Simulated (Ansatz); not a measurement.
**Ligand exchange: C4H7NO + SnH3(SeH) → C3H5NO + Se(CH3)(SnH3)**

Species: C4H7NO (methacrylamide) `C=C(C)C(N)=O`, singlet; SnH3(SeH), singlet; C3H5NO (acrylamide) `C=CC(N)=O`, singlet; Se(CH3)(SnH3), singlet. The partners trade CH3 for H: C–CH3 and Se–H bonds give way to C–H and Se–CH3.

Shapes, held fixed at every level: PBE0-D4/def2-TZVP. Flexible molecules stand in one conformer, not always the lowest. Programs: Ansatz 0.2.0. The zero-point and thermal change to 298 K, harmonic and unscaled (PBE0-D4/def2-TZVP), is +5.6 kJ/mol.

```json
{"level": "HF/def2-SVP", "kind": "Hartree–Fock", "ΔH(298 K) (kJ/mol)": "+35.6", "less CCSD(T)/def2-TZVPP": "+8.4"}
{"level": "SPW92/def2-TZVPP", "kind": "LDA", "ΔH(298 K) (kJ/mol)": "+38.3", "less CCSD(T)/def2-TZVPP": "+11.1"}
{"level": "BHLYP-D4/def2-TZVPP", "kind": "global hybrid", "ΔH(298 K) (kJ/mol)": "+26.0", "less CCSD(T)/def2-TZVPP": "-1.2"}
{"level": "B2PLYP/def2-TZVPP", "kind": "double hybrid", "ΔH(298 K) (kJ/mol)": "+24.4", "less CCSD(T)/def2-TZVPP": "-2.8"}
{"level": "MP2/def2-SVP", "kind": "perturbation theory", "ΔH(298 K) (kJ/mol)": "+44.0", "less CCSD(T)/def2-TZVPP": "+16.8"}
{"level": "CCSD/def2-SVP", "kind": "coupled cluster or CI", "ΔH(298 K) (kJ/mol)": "+43.9", "less CCSD(T)/def2-TZVPP": "+16.7"}
{"level": "CCSD(T)/def2-TZVPP", "kind": "coupled cluster or CI", "ΔH(298 K) (kJ/mol)": "+27.2", "less CCSD(T)/def2-TZVPP": "0.0"}
```

The highest level, CCSD(T)/def2-TZVPP, gives ΔH(298 K) = +27.2 kJ/mol; the levels span +24.4 to +44.0. The column of differences is taken from that level and isn't an error. No measured value is set beside it here. For atoms past krypton def2 sets carry core potentials with scalar relativity. Relativity is left out for Se. Outer-core shells of Se, Sn are correlated, in sets that cover them unevenly.
